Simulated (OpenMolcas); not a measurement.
**Co3+: moving the ligands**

Co3+ with 6 ligands (bromide) in octahedral coordination (Oh) at 2.52 Å. A charge of +0.5 e stands 2.6 Å behind each ligand. Ligand basis ANO-RCC-VDZP.

| Quantity | Value |
| --- | --- |
| Program | OpenMolcas |
| Method | CASSCF |
| Basis | ANO-RCC-VDZP [5s4p2d1f] |
| Scalar Hamiltonian | DKH2, point nucleus |
| Active space | 6 electrons in 5 orbitals (3d) |
| State averaging | 2S+1 = 5 even, 5 roots; 2S+1 = 3 even, 45 roots; 2S+1 = 1 even, 50 roots |
| Spin-orbit coupling | state interaction with AMFI integrals over the reference wave functions |

Runs around this geometry, states (labels of O, the rotations of Oh). Energies in cm-1 above the lowest state or level, χT in cm3 K/mol; under a threefold ground state the first gap can be a small split of the lowest multiplet, not the spin-orbit step.

```tsv
R (Å)	Ground state	First state of that spin	First gap with spin-orbit (degeneracies)	χT at 300 K	First state of another spin
2.49	5T2	5E 7242	286.5 (3, 2)	4.206	3T1 15748
2.52	5T2	5E 6748	285.2 (3, 2)	4.219	3T1 16315
2.58	5T2	5E 5875	282.1 (3, 2)	4.247	3T1 17316
```

Taking the first state of the same spin as R^-n, n = -ln(5875 / 7242) / ln(2.58 / 2.49) = 5.9 between the shortest and longest distance.

An orbital triplet at a regular site is open to Jahn-Teller coupling, which can distort the site and quench the lowest spin-orbit gaps and is left out. Without dynamic correlation the repulsion within the d shell is too large (B by tens of per cent), so at a given field states of lower spin stand too high. CASSCF with metal d orbitals alone favours high spin, so a ground state of lower spin is not ruled out. Ligand-to-metal charge-transfer states are missing. This ion would oxidise such ligands; the complex is a model and need not exist. With no ligand orbital active B as a rule stays too high, so bands that hang on it stand too high and its fall with covalency is understated. With metal d orbitals alone and no dynamic correlation the field as a rule comes out too small, by tens of per cent, by up to half for chloride and softer ligands, and with too little covalency χT stands high. The least metal-like active orbital is 84 % on the metal (Löwdin) and no ligand orbital is active, so the numbers are rough (holds for R = 2.49). The least metal-like active orbital is 85 % on the metal (Löwdin) and no ligand orbital is active, so the numbers are rough (holds for R = 2.52). No measured value stands beside these numbers; the geometry was imposed, not optimised, and the real ion may take another.
